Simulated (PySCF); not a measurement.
C3H5ClSi, SMILES C[Si@H](C#C)Cl. Coordinates come from a B3LYP-D3(BJ)/def2-SVP optimisation. The structure was generated by enumeration; whether it is a known compound was not checked.

Q: Give the equilibrium geometry at B3LYP-D3(BJ)/def2-SVP (PySCF confirms it by a frequency run) as a Z-matrix. (An estimate is asked for; the answer gives what the named calculation found.)

A: 
```
Si
H 1 1.4844
C 1 1.8325 2 109.04
C 3 1.2172 2 148.93 1 177.88
H 4 1.0751 2 158.42 1 178.87
C 1 1.8672 2 112.23 3 -122.65
H 6 1.1008 1 110.29 2 -179.35
H 6 1.1011 7 108.56 1 -121.31
H 6 1.1021 7 108.47 8 -117.95
Cl 1 2.0851 2 107.40 3 117.37
```
Charge 0, spin multiplicity 1.
